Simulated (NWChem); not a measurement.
# sulfur difluoride (SF₂); SMILES FSF

All runs: NWChem. Geometry: optimised at PBE-D3(BJ)/def2-SVP. Total energies compare along this basis series because the functional is fixed.

```csv
level,basis functions,energy (Ha),highest occupied level (eV),orbital gap (eV),dipole (D)
Hartree-Fock/3-21G,31,-593.2834,-11.17,14.21,1.99
Hartree-Fock/pcseg-1,46,-596.2345,-11.30,13.44,2.01
Hartree-Fock/aug-pcseg-1,73,-596.2497,-11.27,12.51,1.60
Hartree-Fock/pcseg-2,94,-596.4319,-11.18,13.18,1.79
Hartree-Fock/def2-TZVPP,104,-596.4426,-11.13,13.28,1.69
Hartree-Fock/def2-QZVP,184,-596.4648,-11.15,13.11,1.59
```
